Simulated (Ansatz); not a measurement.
Total energies of C₂H₇ClOSi, SMILES `C[Si](C)(O)Cl`.

Cartesian coordinates in Å:
```
C 1.137 0.437 -1.054
Si -0.395 -0.158 -0.192
C -0.168 -0.444 1.621
O -1.643 0.896 -0.347
Cl -0.925 -1.949 -1.097
H 1.950 -0.283 -0.940
H 0.958 0.574 -2.123
H 1.461 1.394 -0.635
H 0.635 -1.161 1.803
H -1.087 -0.834 2.063
H 0.084 0.493 2.123
H -2.009 1.035 -1.221
```

Total charge 0; spin multiplicity 1. The structure was optimised at the PBE0-D4/def2-TZVP level. It is one conformer, not always the lowest. Basis def2-TZVPP, the Gaussian-basis code of Ansatz.

RPA on PBE orbitals: Hartree–Fock energy of these orbitals -903.28470 Eh, correlation -1.49337 Eh (frozen core).

| functional | energy without D4 (Eh) | D4 term (kJ/mol) |
| --- | --- | --- |
| LDA (SPW92) | -901.61813 | – |
| PBE | -905.03405 | -27.2 |
| revPBE | -905.36940 | -79.1 |
| BLYP | -905.49695 | -59.1 |
| r2SCAN | -905.43169 | -6.8 |
| B97M-V | -905.36236 | – |
| PBE0 | -905.11912 | -23.1 |
| B3LYP | -905.61312 | -43.8 |
| r2SCANh | -905.42218 | -7.2 |
| r2SCAN0 | -905.40893 | -8.0 |
| HSE06 (plane-wave form) | -905.09627 | -21.6 |
| BHLYP | -905.48583 | -33.8 |
| CAM-B3LYP | -905.52257 | -23.5 |
| LC-ωPBE | -905.26878 | – |
| ωB97X-V | -905.41208 | – |
| ωB97M-V | -905.45997 | – |
| B2PLYP | -905.19701 | – |
| PBE-QIDH | -904.93602 | – |

B3LYP takes the VWN-RPA correlation (the form of Gaussian; ORCA's B3LYP/G). HSE06 is the plane-wave form, built on full-range PBE exchange. The double hybrids freeze the cores in their second-order part.

LC-ωPBE has ω = 0.4 bohr⁻¹.
